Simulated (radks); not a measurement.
Values are calculated unless marked as measured or tabulated.
Ionisation of neutral silicon, [Ne] 3s2 3p2, to Si+, [Ne] 3s2 3p1, under several functionals. Non-relativistic Kohn-Sham, spin-polarised, spherical densities, point nucleus; open shells are filled with parallel spins first; a radial shooting solver on a logarithmic mesh with Libxc functionals.

functional                               E(Si) (hartree)  Exc (hartree)  IE (eV)  -e(HOMO) (eV)  <r> HOMO (bohr)  IE error (eV)
BP86                                          -289.40566      -20.81235    8.327          4.675            2.738         +0.175
exchange-only LDA                             -287.18203      -18.51251    7.443          3.907            2.818         -0.709
HCTH/407                                      -289.40408      -20.84500    8.472          4.817            2.675         +0.320
MS2 meta-GGA                                  -289.37961      -20.80040    8.368          4.770            2.715         +0.216
r2SCAN                                        -289.34344      -20.76105    8.423          4.846            2.725         +0.272
LDA (Slater exchange, VWN5 correlation)       -288.22294      -19.58658    8.277          4.632            2.742         +0.125
PW91                                          -289.36326      -20.77059    8.312          4.662            2.743         +0.160
Tao-Mo meta-GGA                               -289.28479      -20.69300    8.242          4.605            2.725         +0.091

NIST Atomic Spectra Database: 8.152 eV (measured). Closest: Tao-Mo meta-GGA. The Delta-SCF values span 1.03 eV, the total energies 2.22 hartree. The highest occupied level is 3p. Open shells are spherical and high-spin; term and fine-structure splittings are not resolved.
